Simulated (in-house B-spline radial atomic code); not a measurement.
Checks on a self-consistent run for the copper ion Cu⁸⁺, [Ar] 3d2 5p1. Method: Dirac-Hartree-Fock, average of configuration, Fermi nucleus of rms radius 3.8823 fm. Calculated with a radial B-spline atomic code at the basis-set limit.

```
orbital        q      ε (Eh)     <1/r>        <r²>  small-component weight
  1s1/2        2  -340.98357   29.1571  0.00365454                0.010944
  2s1/2        2   -50.22217   6.40192   0.0642517               0.0020983
  2p1/2        2   -44.84869   6.32372   0.0506785               0.0020622
  2p3/2        4   -44.08620   6.18621   0.0521547               0.0020289
  3s1/2        2   -12.61398     2.173    0.489661              0.00053854
  3p1/2        2   -10.73843   2.07301    0.504876              0.00050045
  3p3/2        4   -10.61341    2.0438    0.514726              0.00049364
  3d3/2      0.8    -8.06200   1.88287    0.496209              0.00042744
  3d5/2      1.2    -8.04364   1.87618    0.498929              0.00042574
  5p1/2  0.33333    -2.32113   0.48874     8.99067              7.6154e-05
  5p3/2  0.66667    -2.31010  0.485429      9.0791              7.5622e-05
```

Electron-electron repulsion V_ee = 470.4164 hartree.

(1) What total energy follows from the eigenvalues?

(2) Does the Dirac virial theorem hold?

(3) What diamagnetic shielding (Lamb formula) and susceptibility (Langevin formula) do the radii give?

Results:

(1) The eigenvalues count the repulsion twice, so E = Σqε - V_ee = -1156.028 - 470.416 = -1626.444 hartree; the run printed -1626.444.

(2) For a point nucleus E = -2c²Σq·w, with w the small-component weight. Here Σq·w = 0.043305 and c = 137.0360, so the ratio E/(-2c²Σq·w) is 1.000009; the finite nucleus accounts for the departure from 1.

(3) σ = (α²/3)Σq<1/r> = 129.422/(3·137.036²) = 2297.3 ppm, and χ = -0.79199×10⁻⁶·Σq<r²> = -11.51×10⁻⁶ cm³/mol with Σq<r²> = 14.539 bohr². Both are non-relativistic formulas without the paramagnetism of open shells.
